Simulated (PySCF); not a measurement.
A structure optimised at PBE-D3(BJ)/def2-SVP, used in a PySCF frequency run:

```xyz
10

Te     0.3701     0.1944     0.9147
S      1.6915     0.4398    -1.1273
C      2.0981    -1.2925    -1.5534
H      2.7083    -1.7744    -0.7661
H      2.6928    -1.2343    -2.4883
H      1.1852    -1.8887    -1.7456
Ge    -1.8341    -0.1223    -0.4125
H     -1.6480    -1.2944    -1.4118
H     -2.9698    -0.4638     0.5920
H     -2.1754     1.1766    -1.1851
```
Charge 0, spin multiplicity 1.

Task: Write its SMILES and formula.

Result: CS[Te][GeH3], CH₆GeSTe

Task: What are its rotational constants (standard atomic weights)?

Result: 2.0793, 1.0706, 0.77824 GHz
